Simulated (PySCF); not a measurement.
## Electron correlation in Ge²⁺ (germanium, charge +2)

[Ar] 3d10 4s2, closed-shell 1S. Computed with PySCF 2.14 in dyall-av2z, with no relativity, point nucleus. Frozen: [Ar] 3d10; 2 electrons correlated; the 34 highest virtual orbitals of each spin left out.

With two correlated electrons CCSD is exact within the correlated space (frozen core and kept virtual orbitals).

```
level  correlation energy (mhartree)
 CCSD                         -39.75
```

Diagnostics: T1 = 0.0046, D1 = 0.0066, largest double amplitude 0.105.

Cost of the coupled-cluster step: about 1.1 core-seconds, for 2 correlated electrons.
